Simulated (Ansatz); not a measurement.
Reaction (redistribution): `F[Si](F)([SiH3])Cl` + `CCO[SiH2]Cl` → `F[Si](F)(Cl)O[SiH2]Cl` + `CC[SiH3]`

Program: Ansatz. Geometries: PBE0-D4/def2-TZVP. ΔE: electronic, gas phase. CBS: MP2 limit from def2 TZ/QZ plus the TZ coupled-cluster correction, frozen cores. This one scheme is used for every species. DFT in def2-TZVPP. One conformer a species, not always the lowest.

`F[Si](F)([SiH3])Cl`:

```xyz
8

F     1.582    1.539    0.463
Si    0.817    0.545   -0.505
F     1.917   -0.423   -1.111
Si   -0.835   -0.646    0.627
Cl    0.049    1.642   -2.036
H    -1.817    0.325    1.171
H    -0.217   -1.425    1.729
H    -1.497   -1.557   -0.339
```

`CCO[SiH2]Cl`:

Z-matrix (Å, degrees):
```
C
C 1 1.507
H 1 1.091 2 110.5
H 1 1.092 2 110.7 3 120.1
H 1 1.093 2 110.2 3 -119.9
O 2 1.421 1 109.2 3 -59.5
H 2 1.098 1 110.5 3 179.7
H 2 1.096 1 110.6 3 60.7
Si 6 1.625 2 124.4 1 -170.1
Cl 9 2.058 6 111.1 2 -63.1
H 9 1.475 6 106.9 2 178.6
H 9 1.483 6 111.3 2 54.7
```

`F[Si](F)(Cl)O[SiH2]Cl`:

```xyz
9

F     1.470   -2.114    1.061
Si    0.381   -0.984    1.112
F    -0.943   -1.627    1.659
Cl    0.983    0.461    2.379
O     0.154   -0.425   -0.369
Si   -0.291    0.829   -1.319
Cl   -1.877    1.799   -0.474
H     0.830    1.783   -1.427
H    -0.708    0.278   -2.621
```

`CC[SiH3]`:

Z-matrix (Å, degrees):
```
C
C 1 1.526
H 1 1.093 2 111.4
H 1 1.093 2 111.6 3 120.1
H 1 1.093 2 111.4 3 -119.8
Si 2 1.876 1 113.4 3 59.9
H 2 1.095 1 110.5 3 -178.6
H 2 1.095 1 110.5 3 -61.7
H 6 1.489 2 110.4 1 -59.6
H 6 1.489 2 110.4 1 59.7
H 6 1.489 2 111.1 1 -180.0
```

```
 level  ΔE (kJ/mol)
B2PLYP       -199.5
  BLYP       -176.4
```

**Question.** What does CCSD(T)/CBS give? (Best estimate.)

**Answer.** Ansatz gave: -204.8 kJ/mol. The listed levels differ from it by 5.3, 28.4 kJ/mol.

Largest T1 diagnostic among the species: 0.012.

From r2SCAN to r2SCAN0 (25 % exact exchange), in def2-TZVPP and without D4, ΔE moves by −7.5 kJ/mol. Leaving LDA and LC-ωPBE aside and taking each functional with its dispersion term where it has one, the values, not all of them listed here, spread over 36.2 kJ/mol, from BHLYP-D4 to PBE-D4. LDA lies −6.4 kJ/mol from PBE without D4. At CCSD(T), def2-SVP lies +20.0 kJ/mol from the extrapolated value and def2-TZVPP +0.8 kJ/mol.
